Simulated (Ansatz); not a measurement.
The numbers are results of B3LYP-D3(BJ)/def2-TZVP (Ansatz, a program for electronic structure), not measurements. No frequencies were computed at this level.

Ansatz 0.2 input:
```yaml
crystal:
  periodic: [false, false, false]
  atoms:
    - { symbol: Si, position_ang: [-1.780342, -0.482785, 0.078642] }
    - { symbol: C, position_ang: [-0.651186, 1.007984, 0.292505] }
    - { symbol: C, position_ang: [0.674263, 1.022429, 0.160129] }
    - { symbol: Si, position_ang: [1.769829, -0.442106, -0.284835] }
    - { symbol: H, position_ang: [-1.460789, -1.194656, -1.160792] }
    - { symbol: H, position_ang: [-1.634032, -1.38934, 1.221615] }
    - { symbol: H, position_ang: [-3.162252, 0.005683, 0.024048] }
    - { symbol: H, position_ang: [-1.147601, 1.939943, 0.553136] }
    - { symbol: H, position_ang: [1.192009, 1.965831, 0.31772] }
    - { symbol: H, position_ang: [1.428935, -1.605919, 0.536386] }
    - { symbol: H, position_ang: [3.161717, -0.05313, -0.034631] }
    - { symbol: H, position_ang: [1.609449, -0.773935, -1.703921] }
basis:
  gaussian: { orbitals: def2-tzvp }
hamiltonian:
  xc: b3lyp
  dispersion: d3bj
relax:
  max_steps: 150
```

Output:

```
Functional definition: B3LYP
1234 factors; their error is unknown
mean field evaluation 1: about -17954.2817 eV, gradient 5.3e1 eV
mean field evaluation 2: about -17946.9671 eV, gradient 7.2e1 eV
mean field evaluation 4: about -17961.2706 eV, gradient 1.4e0 eV
mean field evaluation 8: about -17961.3213 eV, gradient 3.1e-1 eV
mean field evaluation 16: about -17961.3214 eV, gradient 1.2e-5 eV
mean field -17961.32141420 eV, -660.0663873510 hartree, gradient 1.2e-5 eV, S^2 0.000000; 0 other end points of the search recorded, 0 dependent functions left out
reference -17961.32172122 eV, -660.0663986337 hartree; 24, 24 occupied and 160, 160 virtual orbitals, 1234 factors
relax step   1: F+E_penalty+E_count = -17961.82754137 eV  Δ(F+E_penalty+E_count) = +0.000e0 eV  max|allowed force component| = 5.058e-1 eV/Å  Δτ_max = 0.0000 Å  (27 SCF iters, accepted)
these checks for a lower state are left out or cut short: starts, cluster_reference, orbital_swaps, neighbouring_geometries, increment
1234 factors; their error is unknown
mean field -17961.34481258 eV, -660.0672472255 hartree, gradient 1.7e-5 eV, S^2 0.000000; 0 other end points of the search recorded, 0 dependent functions left out
reference -17961.34511928 eV, -660.0672584967 hartree; 24, 24 occupied and 160, 160 virtual orbitals, 1234 factors
relax step   2: F+E_penalty+E_count = -17961.84935202 eV  Δ(F+E_penalty+E_count) = -2.181e-2 eV  max|allowed force component| = 1.613e-1 eV/Å  Δτ_max = 0.0248 Å  (30 SCF iters, accepted)
these checks for a lower state are left out or cut short: starts, cluster_reference, orbital_swaps, neighbouring_geometries, increment
1234 factors; their error is unknown
mean field -17961.34779215 eV, -660.0673567227 hartree, gradient 7.2e-6 eV, S^2 0.000000; 0 other end points of the search recorded, 0 dependent functions left out
reference -17961.34809880 eV, -660.0673679918 hartree; 24, 24 occupied and 160, 160 virtual orbitals, 1234 factors
relax step   3: F+E_penalty+E_count = -17961.85340594 eV  Δ(F+E_penalty+E_count) = -4.054e-3 eV  max|allowed force component| = 7.636e-2 eV/Å  Δτ_max = 0.0322 Å  (30 SCF iters, accepted)
these checks for a lower state are left out or cut short: starts, cluster_reference, orbital_swaps, neighbouring_geometries, increment
1234 factors; their error is unknown
mean field evaluation 32: about -17961.2869 eV, gradient 2.2e0 eV
mean field -17961.35079899 eV, -660.0674672220 hartree, gradient 1.9e-5 eV, S^2 0.000000; 0 other end points of the search recorded, 0 dependent functions left out
reference -17961.35110533 eV, -660.0674784798 hartree; 24, 24 occupied and 160, 160 virtual orbitals, 1234 factors
relax step   4: F+E_penalty+E_count = -17961.85773481 eV  Δ(F+E_penalty+E_count) = -4.329e-3 eV  max|allowed force component| = 1.082e-1 eV/Å  Δτ_max = 0.0692 Å  (29 SCF iters, accepted)
these checks for a lower state are left out or cut short: starts, cluster_reference, orbital_swaps, neighbouring_geometries, increment
1234 factors; their error is unknown
mean field -17961.35522671 eV, -660.0676299377 hartree, gradient 1.4e-5 eV, S^2 0.000000; 0 other end points of the search recorded, 0 dependent functions left out
reference -17961.35553265 eV, -660.0676411810 hartree; 24, 24 occupied and 160, 160 virtual orbitals, 1234 factors
relax step   5: F+E_penalty+E_count = -17961.86337435 eV  Δ(F+E_penalty+E_count) = -5.640e-3 eV  max|allowed force component| = 1.553e-1 eV/Å  Δτ_max = 0.1057 Å  (29 SCF iters, accepted)
these checks for a lower state are left out or cut short: starts, cluster_reference, orbital_swaps, neighbouring_geometries, increment
1234 factors; their error is unknown
mean field -17961.36012712 eV, -660.0678100243 hartree, gradient 1.4e-5 eV, S^2 0.000000; 0 other end points of the search recorded, 0 dependent functions left out
reference -17961.36043280 eV, -660.0678212580 hartree; 24, 24 occupied and 160, 160 virtual orbitals, 1234 factors
relax step   6: F+E_penalty+E_count = -17961.86883097 eV  Δ(F+E_penalty+E_count) = -5.457e-3 eV  max|allowed force component| = 9.861e-2 eV/Å  Δτ_max = 0.0657 Å  (29 SCF iters, accepted)
these checks for a lower state are left out or cut short: starts, cluster_reference, orbital_swaps, neighbouring_geometries, increment
1234 factors; their error is unknown
mean field -17961.36495846 eV, -660.0679875730 hartree, gradient 2.3e-5 eV, S^2 0.000000; 0 other end points of the search recorded, 0 dependent functions left out
reference -17961.36526375 eV, -660.0679987923 hartree; 24, 24 occupied and 160, 160 virtual orbitals, 1234 factors
relax step   7: F+E_penalty+E_count = -17961.87263613 eV  Δ(F+E_penalty+E_count) = -3.805e-3 eV  max|allowed force component| = 2.998e-2 eV/Å  Δτ_max = 0.0570 Å  (29 SCF iters, accepted)
these checks for a lower state are left out or cut short: starts, cluster_reference, orbital_swaps, neighbouring_geometries, increment
1234 factors; their error is unknown
mean field evaluation 64: about -17961.3696 eV, gradient 3.3e-3 eV
mean field -17961.36959646 eV, -660.0681580162 hartree, gradient 1.5e-5 eV, S^2 0.000000; 0 other end points of the search recorded, 0 dependent functions left out
reference -17961.36990118 eV, -660.0681692145 hartree; 24, 24 occupied and 160, 160 virtual orbitals, 1234 factors
relax step   8: F+E_penalty+E_count = -17961.87499967 eV  Δ(F+E_penalty+E_count) = -2.364e-3 eV  max|allowed force component| = 2.883e-2 eV/Å  Δτ_max = 0.0845 Å  (29 SCF iters, accepted)
these checks for a lower state are left out or cut short: starts, cluster_reference, orbital_swaps, neighbouring_geometries, increment
1234 factors; their error is unknown
mean field -17961.37402933 eV, -660.0683209213 hartree, gradient 1.4e-5 eV, S^2 0.000000; 0 other end points of the search recorded, 0 dependent functions left out
reference -17961.37433334 eV, -660.0683320936 hartree; 24, 24 occupied and 160, 160 virtual orbitals, 1234 factors
relax step   9: F+E_penalty+E_count = -17961.87559921 eV  Δ(F+E_penalty+E_count) = -5.995e-4 eV  max|allowed force component| = 7.143e-2 eV/Å  Δτ_max = 0.1180 Å  (29 SCF iters, accepted)
these checks for a lower state are left out or cut short: starts, cluster_reference, orbital_swaps, neighbouring_geometries, increment
1234 factors; their error is unknown
mean field -17961.37460340 eV, -660.0683420180 hartree, gradient 2.5e-5 eV, S^2 0.000000; 0 other end points of the search recorded, 0 dependent functions left out
reference -17961.37490720 eV, -660.0683531825 hartree; 24, 24 occupied and 160, 160 virtual orbitals, 1234 factors
relax step  10: F+E_penalty+E_count = -17961.87621358 eV  Δ(F+E_penalty+E_count) = -6.144e-4 eV  max|allowed force component| = 4.751e-2 eV/Å  Δτ_max = 0.0172 Å  (30 SCF iters, accepted)
these checks for a lower state are left out or cut short: starts, cluster_reference, orbital_swaps, neighbouring_geometries, increment
1234 factors; their error is unknown
mean field -17961.37513324 eV, -660.0683614893 hartree, gradient 2.0e-5 eV, S^2 0.000000; 0 other end points of the search recorded, 0 dependent functions left out
reference -17961.37543704 eV, -660.0683726536 hartree; 24, 24 occupied and 160, 160 virtual orbitals, 1234 factors
relax step  11: F+E_penalty+E_count = -17961.87663797 eV  Δ(F+E_penalty+E_count) = -4.244e-4 eV  max|allowed force component| = 1.459e-2 eV/Å  Δτ_max = 0.0067 Å  (31 SCF iters, accepted)
these checks for a lower state are left out or cut short: starts, cluster_reference, orbital_swaps, neighbouring_geometries, increment
1234 factors; their error is unknown
mean field -17961.37522816 eV, -660.0683649775 hartree, gradient 2.5e-5 eV, S^2 0.000000; 0 other end points of the search recorded, 0 dependent functions left out
reference -17961.37553194 eV, -660.0683761413 hartree; 24, 24 occupied and 160, 160 virtual orbitals, 1234 factors
relax step  12: F+E_penalty+E_count = -17961.87665585 eV  Δ(F+E_penalty+E_count) = -1.787e-5 eV  max|allowed force component| = 2.136e-3 eV/Å  Δτ_max = 0.0040 Å  (31 SCF iters, accepted)
1234 factors; their error is unknown
mean field evaluation 96: about -17961.3752 eV, gradient 5.3e-5 eV
mean field -17961.37522816 eV, -660.0683649775 hartree, gradient 5.3e-5 eV, S^2 0.000000; 1 other end points of the search recorded, 0 dependent functions left out
reference -17961.37553194 eV, -660.0683761413 hartree; 24, 24 occupied and 160, 160 virtual orbitals, 1234 factors
Total energy: -17961.87695963 eV, -660.0868032689 hartree
Atom 0 at    -1.790571    -0.496997     0.211004 Å, force    -0.000678     0.000355     0.000259 eV/Å
Atom 1 at    -0.645869     0.978122     0.349457 Å, force     0.002136     0.000542    -0.000214 eV/Å
Atom 2 at     0.668561     1.019713     0.095908 Å, force    -0.001997     0.000425     0.000481 eV/Å
Atom 3 at     1.780386    -0.398965    -0.410753 Å, force     0.000715     0.000431    -0.000084 eV/Å
Atom 4 at    -1.288158    -1.474813    -0.779526 Å, force     0.000520    -0.000164     0.000482 eV/Å
Atom 5 at    -1.944795    -1.174995     1.521228 Å, force     0.000046    -0.000033     0.000307 eV/Å
Atom 6 at    -3.124127    -0.014151    -0.219762 Å, force     0.000530    -0.000095    -0.000410 eV/Å
Atom 7 at    -1.125979     1.907831     0.656865 Å, force     0.001303    -0.000686    -0.000399 eV/Å
Atom 8 at     1.170168     1.981325     0.210186 Å, force    -0.001326    -0.000797     0.000014 eV/Å
Atom 9 at     1.252031    -1.693785     0.072955 Å, force    -0.000554     0.000073    -0.000482 eV/Å
Atom 10 at     3.121934    -0.173901     0.178041 Å, force    -0.000605    -0.000209     0.000340 eV/Å
Atom 11 at     1.926419    -0.459385    -1.885602 Å, force    -0.000091     0.000158    -0.000294 eV/Å
Dipole moment:     0.001851     0.163008     0.036343 e Å
```

Cost: roughly 90 core-seconds.
